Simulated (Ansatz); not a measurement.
Input for Ansatz (a program for electronic structure): R-r2SCAN/def2-TZVPP on CH4BFO (SMILES CB(O)F), a point of a torsion scan.

Ansatz 0.2 input:
```yaml
crystal:
  periodic: [false, false, false]
  atoms:
    - {symbol: C, position_ang: [-0.85730386, -0.17889779, -0.06759975]}
    - {symbol: B, position_ang: [0.55578523, 0.53545178, 0.02243365]}
    - {symbol: O, position_ang: [1.68424704, 0.09579848, -0.53779507]}
    - {symbol: F, position_ang: [0.66284497, 1.59010513, 0.84837339]}
    - {symbol: H, position_ang: [-1.63567997, 0.54320130, -0.30287142]}
    - {symbol: H, position_ang: [-0.88267033, -0.96994935, -0.80957518]}
    - {symbol: H, position_ang: [-1.12025739, -0.61203051, 0.89470368]}
    - {symbol: H, position_ang: [2.12077396, 0.32439058, -1.34485888]}
basis:
  gaussian:
    orbitals: def2-TZVPP
hamiltonian:
  xc: {name: r2SCAN}
scf: {lower_state_search: off}
```

It printed:

```
WARN ansatz: RAYON_NUM_THREADS=1 ignored (pool sized by the plan → 1); use --threads N
Functional definition: r2SCAN
these checks for a lower state are left out or cut short: stability, starts, cluster_reference, orbital_swaps, neighbouring_geometries, increment
integrals: 0.07 GiB planned
892 factors; their error is unknown
mean field: 0.62 GiB planned
mean field evaluation 1: about -6534.3890 eV, gradient 7.7e1 eV
mean field evaluation 2: about -6523.5269 eV, gradient 1.1e2 eV
mean field evaluation 4: about -6545.0291 eV, gradient 5.3e0 eV
mean field evaluation 8: about -6545.0720 eV, gradient 4.0e-1 eV
mean field evaluation 16: about -6545.0722 eV, gradient 7.9e-6 eV
mean field -6545.07219454 eV, -240.5269667401 hartree, gradient 8.1e-6 eV, S^2 0.000000; 0 other end points of the search recorded, 0 dependent functions left out
reference -6545.07220619 eV, -240.5269671680 hartree; 16, 16 occupied and 164, 164 virtual orbitals, 892 factors
Total energy: -6545.07220619 eV, -240.5269671680 hartree
Checks for a lower state left out: stability, starts, cluster_reference, orbital_swaps, neighbouring_geometries, increment
```

The calculation finished and met its thresholds.

Cost: very roughly 2.3 core-seconds.
